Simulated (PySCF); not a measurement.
`C#CC[N+](C)(C)[GaH3-]`, C5H12GaN

Molfile (atoms numbered from 1):
```
C5H12GaN
     RDKit          3D

 19 18  0  0  0  0  0  0  0  0999 V2000
    5.7528   -1.3214   -0.6108 C   0  0  0  0  0  0  0  0  0  0  0  0
    4.6034   -0.9406   -0.5798 C   0  0  0  0  0  0  0  0  0  0  0  0
    3.2096   -0.4774   -0.5411 C   0  0  0  0  0  0  0  0  0  0  0  0
    2.1886   -1.5590   -0.4922 N   0  0  0  0  0  0  0  0  0  0  0  0
    2.3228   -2.3736    0.7326 C   0  0  0  0  0  0  0  0  0  0  0  0
    2.2436   -2.4098   -1.6984 C   0  0  0  0  0  0  0  0  0  0  0  0
    0.2171   -0.5709   -0.4432 Ga  0  0  0  0  0  4  0  0  0  0  0  0
    6.7765   -1.6489   -0.6394 H   0  0  0  0  0  0  0  0  0  0  0  0
    2.9945    0.1423   -1.4286 H   0  0  0  0  0  0  0  0  0  0  0  0
    3.0523    0.1680    0.3401 H   0  0  0  0  0  0  0  0  0  0  0  0
    1.5034   -3.1084    0.7648 H   0  0  0  0  0  0  0  0  0  0  0  0
    2.2420   -1.7212    1.6164 H   0  0  0  0  0  0  0  0  0  0  0  0
    3.2939   -2.9036    0.7576 H   0  0  0  0  0  0  0  0  0  0  0  0
    3.2120   -2.9401   -1.7716 H   0  0  0  0  0  0  0  0  0  0  0  0
    1.4257   -3.1457   -1.6544 H   0  0  0  0  0  0  0  0  0  0  0  0
    2.1027   -1.7842   -2.5939 H   0  0  0  0  0  0  0  0  0  0  0  0
    0.3170    0.2160   -1.8252 H   0  0  0  0  0  0  0  0  0  0  0  0
    0.4101    0.2706    0.8962 H   0  0  0  0  0  0  0  0  0  0  0  0
   -0.6998   -1.8704   -0.3850 H   0  0  0  0  0  0  0  0  0  0  0  0
  1  2  3  0
  2  3  1  0
  3  4  1  0
  4  5  1  0
  4  6  1  0
  4  7  1  0
  1  8  1  0
  3  9  1  0
  3 10  1  0
  5 11  1  0
  5 12  1  0
  5 13  1  0
  6 14  1  0
  6 15  1  0
  6 16  1  0
  7 17  1  0
  7 18  1  0
  7 19  1  0
M  CHG  2   4   1   7  -1
M  END
```

Method used: UKS B3LYP/def2-SV(P) four-point reorganisation energy, gas phase (PySCF 2.14.0). Geometry: B3LYP/def2-SV(P).

The calculation is non-relativistic, which matters for the atoms heavier than Zn.

**Question.** What is the inner reorganisation energy for hole transfer, with the ionisation energy?

**Answer.** λ = 0.692 (surface of the oxidised species) + 1.491 (surface of the starting species) = 2.183 eV. The ionisation energy is 9.48 eV vertical and 8.79 eV adiabatic without zero-point energy; at the relaxed geometry of the oxidised species the two energies differ by 7.30 eV. Largest bond changes: N4–Ga7 2.206 → 2.052 Å, Ga7–H18 1.593 → 1.681 Å, Ga7–H17 1.593 → 1.679 Å, Ga7–H19 1.591 → 1.548 Å, C3–N4 1.488 → 1.515 Å. ⟨S²⟩ of the relaxed oxidised species 0.758.
